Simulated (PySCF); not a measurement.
Ionisation energy of Dy³¹⁺ by level of theory

Dy³¹⁺ [Ar] 3d10 4s2 4p5 [4p1/2^2 4p3/2^3, M_J = 3/2] → Dy³²⁺ [Ar] 3d10 4s2 4p4 [4p1/2^2 4p3/2^2, M_J = 2], as a difference of total energies. All numbers are calculated (PySCF 2.14, the two-component X2C-1e Hamiltonian, in an even-tempered Gaussian basis (17 s from 2.9 bohr⁻², ratio 2.8; 14 p from 3.8 bohr⁻², ratio 2.8; 8 d from 6.8 bohr⁻², ratio 2.8; 4 f from 20 bohr⁻², ratio 3)). Correlated levels: [Ne] frozen; the 80 highest virtual spinors dropped. "Screened" scales the spin-orbit matrix elements by Boettger's factors to mimic the two-electron term; Breit and QED terms are absent.

| method | ionisation energy (eV) |
| --- | --- |
| GHF (spin-free) | 1286.1 |
| GMP2 (spin-free) | 1287.4 |
| GHF (screened spin-orbit) | 1271.7 |
| GMP2 (screened spin-orbit) | 1273.0 |

Breit and QED terms and the two-electron picture change are absent.

The spin-free rows relax to the high-spin LS determinant and lack the spin-orbit shift.

The labels give the starting determinants; with spin-orbit coupling the two ends relaxed to ⟨J²⟩ = 3.75, ⟨L²⟩ = 2.04, ⟨S²⟩ = 0.79 and ⟨J²⟩ = 6.00, ⟨L²⟩ = 3.19, ⟨S²⟩ = 1.46.

For comparison: 1275 ± 4 eV (theoretical estimate listed by NIST; NIST Atomic Spectra Database, ionization energies).
